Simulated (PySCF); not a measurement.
Compound: C₆H₈OSi.
Numbering: `[OH:1][SiH2:2][c:3]1[cH:4][cH:5][cH:6][cH:7][cH:8]1`

Structure used (GFN2-xTB), in Å, numbered top down from 1:
```
atom  x, y, z in Å
O1     2.8510   -1.2499   -0.7572
Si2    2.2691   -0.2040    0.3453
C3     0.4020    0.0264    0.1617
C4    -0.3669   -0.8591   -0.5888
C5    -1.7360   -0.7013   -0.7087
C6    -2.3692    0.3515   -0.0709
C7    -1.6238    1.2407    0.6856
C8    -0.2554    1.0768    0.7965
H9     2.7131   -1.1261   -1.6922
H10    2.9133    1.1063    0.1991
H11    2.6202   -0.8794    1.5881
H12    0.1165   -1.6898   -1.0851
H13   -2.3105   -1.4004   -1.2997
H14   -3.4383    0.4784   -0.1617
H15   -2.1124    2.0624    1.1901
H16    0.3198    1.7766    1.3865
```

NICS = −σ at a ghost point: NICS(0) at the centroid of the ring atoms, NICS(1) 1 Å to either side along the normal of their mean plane, zz for the tensor component along that normal. Level: GIAO PBE0/pcSseg-1 (PySCF, non-relativistic, gas phase) on the GFN2-xTB geometry, one conformer.

Ring bond lengths (Å), with Mayer bond orders in brackets: C3–C4 1.392 (1.41), C4–C5 1.383 (1.44), C5–C6 1.384 (1.43), C6–C7 1.385 (1.43), C7–C8 1.383 (1.45), C8–C3 1.392 (1.41).

What do the NICS probes read (ppm)?

| ring | type | NICS(0) | NICS(1), two faces | NICS(1)zz, two faces | rms pucker (Å) | centre to ring atoms, mean (Å) |
| --- | --- | --- | --- | --- | --- | --- |
| C3–C4–C5–C6–C7–C8 | 6-membered carbocycle; formal bonds all aromatic | -7.9 | -11.3 / -11.4 | -29.2 / -29.2 | 0.00 | 1.39 |

What do they say, and how far can they be read as aromaticity?

- C3–C4–C5–C6–C7–C8: mean NICS(1)zz -29.2 ppm, shielded, aromatic by this magnetic criterion (flat ring, no four-coordinate atom).

And the bond-length index? HOMA takes Krygowski's 1993 parameters.

- C3–C4–C5–C6–C7–C8: HOMA 1.00 = 1 − EN − GEO, with mean bond length 1.387 Å, EN = α(Ropt − mean)² = 0.000 and GEO = α × variance = 0.004. The geometric and the magnetic index point the same way.

Hardware: one thread, Arm Neoverse V1, on a shared host. Cost: 25 s of wall time. This is the whole shielding run at PBE0/pcSseg-1, SCF included.
